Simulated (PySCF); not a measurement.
# Structure from NMR data

An unknown has the formula C₃H₇BFN. Its calculated NMR data are:

1H NMR (600 MHz, computed): δ 4.57 (dt, J = 51.8, 8.6 Hz, 2H), 2.82 (tdq, J = 8.6, 6.3, 6.1 Hz, 2H), 2.16 (br, 3H).

13C{1H} NMR (computed): δ 112.0 (C, d, J = 22.1 Hz), 78.1 (CH2, d, J = 250.1 Hz), 20.0 (CH2, d, J = 32.0 Hz).

PySCF 2.14 calculation with GIAO PBE0/pcSseg-1 shieldings, PBE0-D3(BJ)/def2-SVP structure and B3LYP/pcJ-1 coupling constants (spin–dipole term only in couplings to heteroatoms); single conformer, no solvent model, non-relativistic Hamiltonian, one averaged value for each set of equivalent atoms.

δ = σ(ref) − σ, references computed at the same level: TMS for 1H (σ = 31.27 ppm), 13C (σ = 184.41 ppm).

**Question.** Propose a structure and justify it.

**Answer.** 
- 3 carbon signals for 3 carbons: no two carbons are equivalent.
- Carbon types of the structure: 1 × C, 2 × CH2, leaving 3 H on heteroatoms.
- δC 112.0: nitrilium-type carbon.
- δC 78.1: sp3 CH2 bonded to F; deshielded by the electronegative neighbour.
- δC 20.0: sp3 CH2 α to a nitrile; saturated and bonded to C and H only.
- δH 4.57: hydrogen on an sp3 CH2 bonded to F; its carbon carries F, an electronegative neighbour.
- δH 2.82: hydrogen on an sp3 CH2 α to a nitrile.
- δH 2.16: hydrogen on a boron bonded to N.
- The protons at 2.82 and 4.57 share a coupling of 8.6 Hz (vicinal).

These data were computed for `InChI=1S/C3H7BFN/c4-6-3-1-2-5/h1-2H2,4H3`.

The data come from this structure; uniqueness wasn't tested.

Hydrogens on boron are broadened and split by 11B (spin 3/2, 80 %) and 10B (spin 3). Common functionals overestimate the size of one-bond C–F couplings by tens of Hz; these are unscaled. Multiplet labels drop couplings under 1 Hz and merge nearly equal ones. Unscaled 3J(H,H) at this level run about 10 % above measured values. Shifts are as computed. Against solution values, carbons near 30 ppm lie about +2 ppm off and those near 130 ppm about +5 ppm. Of 1313 compounds with measured shifts, 239 miss one by over three times the rms of a fit or turn the order of signals round; such compounds aren't used in these exercises. Across freely rotating sp3–sp3 bonds, 3J(H,H) is taken as (2 J gauche + J anti)/3 from the one conformer, which assumes equal rotamer populations. 3J across rotatable bonds or in flexible rings reflects this conformer alone.
